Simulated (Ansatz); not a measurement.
Consider the ligand exchange at the Si–Cl bond: `N[SiH](Cl)Br` + H–F → `N[SiH](F)Br` + HCl.

Calculated with Ansatz (gas phase, PBE0-D4/def2-TZVP geometries, no zero-point term in ΔE). CBS: MP2 limit from def2 TZ/QZ plus the TZ coupled-cluster correction, frozen cores. This one scheme is used for every species. DFT in def2-TZVPP. HSE06 is defined as in plane-wave codes. For Br outer-core shells are correlated without core-valence functions, which leaves a few kJ/mol of doubt a bond. Scalar relativity is left out up to krypton. Each species was taken in one conformer, which may not be the lowest.

| species | HSE06-D4 energy (Eh) |
| --- | --- |
| `N[SiH](Cl)Br` | -3379.95179 |
| H–F | -100.39003 |
| `N[SiH](F)Br` | -3019.69937 |
| HCl | -460.65768 |

Task: Work out ΔE.

Result: ΔE = (-3019.69937) + (-460.65768) − (-3379.95179) − (-100.39003) = -0.01523 Eh = -9.6 kcal/mol. CCSD(T)/CBS gives -11.0 kcal/mol.

Largest T1 diagnostic among the species: 0.009.

Leaving LDA and LC-ωPBE aside and taking each functional with its dispersion term where it has one, the values, not all of them listed here, spread over 5.0 kcal/mol, from CAM-B3LYP-D4 to revPBE-D4. The D4 term adds +1.5 kcal/mol with B3LYP and +0.8 kcal/mol with PBE0; it sums over pairs of atoms, weighted by their polarisabilities, and B3LYP, whose exchange is more repulsive, gets the larger term. In def2-TZVPP, CCSD(T) changes the Hartree–Fock value by +2.9 kcal/mol (the triples alone add +0.7 kcal/mol) and MP2 by +4.5 kcal/mol.

B3LYP here is the variant with VWN-RPA as its local correlation; programs differ in this.
